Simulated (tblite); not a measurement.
C4H8B2GeO.
Cartesian coordinates in Å at the GFN2-xTB level; atoms count from 1:
```
atom  x, y, z in Å
Ge1    3.163   -0.176   -0.001
O2     1.532   -0.744   -0.168
B3     0.255   -0.354   -0.083
C4    -0.890   -1.400   -0.338
C5    -2.180   -1.031   -0.263
B6    -2.590    0.439    0.021
C7    -1.467    1.462    0.353
C8    -0.174    1.110    0.287
H9     3.356    1.096   -0.778
H10    3.950   -1.310   -0.577
H11    3.438    0.029    1.459
H12   -0.635   -2.430   -0.568
H13   -2.943   -1.787   -0.435
H14   -3.712    0.775   -0.041
H15   -1.719    2.486    0.620
H16    0.607    1.844    0.500
```

Calculated harmonic vibrations of the isolated species, GFN2-xTB (tblite), most abundant isotopes, no scaling. This tight-binding method is rough: wavenumbers can miss measured ones by several per cent, in bad cases by 10 to 20. Modes of hydrogen on boron and germanium can be 10 to 20 % off. One conformer, not necessarily the lowest. The optimisation stopped once no atom felt more than 0.01 eV/Å.

Lowest wavenumbers of the output (negative numbers stand for imaginary wavenumbers):
```
mode    cm-1
  1     -47.6
  2      35.3
  3      65.4
  4      76.1
  5     154.4
  6     251.6
  7     266.9
  8     379.4
  9     441.0
 10     470.2
```

Question: Is this structure a minimum?

Answer: Not by this Hessian. 1 mode is imaginary beyond 20i (48i cm⁻¹), so at this level the point lies at or near a first-order saddle. The curvature is small, so loose convergence or finite differences may be the whole cause.

Question: Which atoms move in the imaginary mode?

Answer: 48i: H11 (Ge–H hydrogen) 33 %, H10 (Ge–H hydrogen) 30 %, H9 (Ge–H hydrogen) 29 %. These are shares of the mass-weighted motion.

Question: What is the remedy?

Answer: Step along that mode in both directions, optimise again with tighter thresholds and repeat the frequencies. The zero-point energy of this point (65.7 kcal/mol) counts the 41 real modes alone, and thermal corrections from it aren't those of a minimum.
